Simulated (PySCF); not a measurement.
Work out the structure from these simulated measurements.

Formula: C10H16.

- UV, first state: lowest singlet excitation: 7.64 eV (162 nm, f = 0.004) [TDDFT wB97X-D/def2-SVPD]
- Triplet: lowest triplet excitation (Tamm–Dancoff): 7.55 eV [TDA wB97X-D/def2-SVPD]
- Rotational structure: rotational constants A, B, C: 2.939, 0.759, 0.683 GHz [PBE0-D3(BJ)/def2-SVP]
- Dipole: 0.12 D [wB97X-D/def2-SVPD]
- UV, strongest line: among the 10 lowest singlet transitions: S6 at 8.16 eV (152 nm, f = 0.040) [TDDFT wB97X-D/def2-SVPD]
- Polarisability: 111.1 au [wB97X-D/def2-SVPD]
- 13C NMR: chemical shifts (computed TMS as zero) by class: 43.3 (1 C), 36.0 (1 C), 33.9 (1 C), 32.5 (1 C), 32.2 (1 C), 29.0 (1 C), 24.9 (1 C), 23.1 (1 C), 21.9 (1 C), 17.2 (1 C) ppm [GIAO PBE/pcSseg-1]

The electronic properties come from PySCF, for the isolated species, density fitting. Levels stand in brackets. One conformer (not necessarily the lowest) at the PBE0-D3(BJ)/def2-SVP geometry, without solvent, vibrations or thermal averaging. NMR values are class means; diastereotopic atoms form classes of their own.

Q: What is the compound? Reason from the data.

A: Numbering: `[CH2:1]1[CH2:2][CH:3]([C@@H:4]2[CH2:5][C:6]23[CH2:7][CH2:8][CH2:9]3)[CH2:10]1`. Its formula, C10H16, gives 3 degrees of unsaturation: 3 rings and 0 π bonds in the structure found. 10 carbons fall into 10 classes; from least to most shielded: four-membered-ring carbon [C3] (43.3 ppm), three-membered-ring carbon [C4] (36.0 ppm), four-membered-ring carbon [C9] (33.9 ppm), four-membered-ring carbon [C10] (32.5 ppm), four-membered-ring carbon [C2] (32.2 ppm), four-membered-ring carbon [C7] (29.0 ppm), three-membered-ring carbon [C5] (24.9 ppm), sp3 carbon at a ring junction [C6] (23.1 ppm), four-membered-ring carbon [C1] (21.9 ppm), four-membered-ring carbon [C8] (17.2 ppm). The optimised geometry has point group C1 and is an asymmetric top. Structure: `C1CC([C@@H]2CC23CCC3)C1`. Computed isomers that give other values at the same levels: `CC1=CC[C@@H]2C[C@H]1C2(C)C` (13C chemical shifts (computed TMS as zero) by class: 153.9 (1 C), 123.7 (1 C), 50.0 (1 C), 43.8 (1 C), 40.4 (1 C), 36.7 (1 C), 34.1 (1 C), 28.5 (1 C), 26.4 (1 C), 22.0 (1 C) ppm); `C=C[C@@H]1CCCC2(CC2)C1` (rotational constant A: 2.215 GHz; this holds for the one conformer computed); `C#C[C@@]1(C)CCC[C@@H]1CC` (rotational constant A: 1.513 GHz; this holds for the one conformer computed). The assignments are read from this structure; whether some other isomer fits the data as well wasn't checked. The mirror image fits equally.

Shape of the structure used: `[CH2:1]1[CH2:2][CH:3]([C@@H:4]2[CH2:5][C:6]23[CH2:7][CH2:8][CH2:9]3)[CH2:10]1`: C2–C3–C4–C5 -92°.
